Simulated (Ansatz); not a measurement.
`CCO[Si](C)(F)Cl`. Charge 0, multiplicity 1.

Z-matrix (Å, degrees):
```
C
C 1 1.508
H 1 1.093 2 110.2
H 1 1.092 2 110.7 3 -119.9
H 1 1.092 2 110.5 3 119.9
O 2 1.423 1 110.2 3 -177.1
H 2 1.094 1 110.9 3 -58.6
H 2 1.096 1 110.5 3 60.6
Si 6 1.614 2 127.1 1 -117.0
C 9 1.835 6 109.9 2 172.0
F 9 1.593 6 110.1 2 -66.4
Cl 9 2.053 6 109.9 2 48.5
H 10 1.091 9 110.4 6 -61.4
H 10 1.092 9 110.0 6 58.4
H 10 1.091 9 110.5 6 178.4
```

Task: Give the diagnostics of a CCSD(T)/def2-TZVPP run (frozen core, Ansatz). (An estimate is asked.)

Result: The calculation gave: T1 = 0.0105, largest single amplitude 0.010, largest double 0.011, (T) share of the correlation energy 3.6 %, 8 CCSD cycles. The RHF solution is stable towards an unrestricted one. T1 lies under the customary mark of 0.02 for closed shells.
